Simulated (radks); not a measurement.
Task: Numerical settings for neutral tungsten, [Xe] 4f14 5d4 6s2. Calculated with a radial shooting solver on a logarithmic mesh with Libxc functionals: scalar-relativistic Kohn-Sham, PBE, spin-polarised, spherical densities, finite nucleus; open shells are filled with parallel spins first (spin-orbit coupling, left out, can overturn this in heavy ions); Fermi nuclear charge, rms radius 5.3658 fm. The defaults (mesh step 0.008 in ln r, mesh end at 40 bohr or more with all orbitals vanishing there, Anderson mixing 0.5 over 9 steps, residual threshold near 1e-9 with the energy settled to 1e-9 hartree or 1e-11 of itself, here a cap of 80 iterations) give E = -16140.0734 hartree and 6s at -4.759 eV in 16 iterations. Run on one thread of a shared host, so times are rough (Arm Neoverse N1): 0.4 s of CPU time, 0.4 s wall, 16 iterations on 2440 mesh points. One setting is changed at a time: mesh step in ln r 0.2; mesh step in ln r 0.02; mesh step in ln r 0.08; mesh end (bohr) 1; mesh end (bohr) 8; residual threshold 1e-05; residual threshold 0.1; mixing 0.01; linear mixing, mixing 0.05; linear mixing, mixing 0.8; mixing history 2; iteration cap 8. Which runs fail to converge, and which converge to a wrong energy?

Result: Not converged within the cap: mesh step in ln r 0.2; mesh step in ln r 0.08; linear mixing, mixing 0.05; linear mixing, mixing 0.8; iteration cap 8. Settled on a wrong energy, with an occupied level pushed above zero by the early mesh end: mesh end (bohr) 1 (+324 hartree). Apart from these: settings that end as converged yet miss the energy by more than 1 mhartree: mesh end (bohr) 8 (+0.00473 hartree).
